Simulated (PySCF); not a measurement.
Species: C4H5F3.
SMILES with atom numbers: `[CH3:1]/[CH:2]=[CH:3]\[C:4]([F:5])([F:6])[F:7]` (hydrogens: H8, H9, H10 on C1; H11 on C2; H12 on C3)

Torsions of this conformer, `[CH3:1]/[CH:2]=[CH:3]\[C:4]([F:5])([F:6])[F:7]`: C2–C3–C4–F5 180°.

The closed-shell ground state was solved at several levels (PySCF, density fitting, gas phase, non-relativistic). Geometry: GFN2-xTB; no solvent, vibrations or thermal averaging.

| level | basis functions | HOMO (eV) | LUMO (eV) | gap (eV) | dipole (D) |
| --- | --- | --- | --- | --- | --- |
| wB97X-D/def2-SVPD | 189 | -10.14 | 1.12 | 11.26 | 2.91 |
| B3LYP/pcJ-1 | 239 | -7.99 | -0.85 | 7.14 | 2.82 |

(1) Estimate the row for PBE0/pcSseg-1, a basis of 144 functions; the other rows only guide the guess.

(2) Over all these levels, which gives the widest orbital gap and which the narrowest?

(3) How far do the dipole and the HOMO energy spread over the levels?

Results:

(1) HOMO -8.24 eV, LUMO -0.63 eV, gap 7.61 eV, dipole 2.83 D.

(2) wB97X-D/def2-SVPD (range-separated hybrid) has the widest, 11.26 eV, and B3LYP/pcJ-1 (global hybrid, 20 % exact exchange) the narrowest, 7.14 eV. Functional and basis both differ between the two, so the spread mixes both effects.

(3) The dipole runs from 2.82 to 2.91 D (mean 2.85 D) and the HOMO from -10.14 to -7.99 eV.
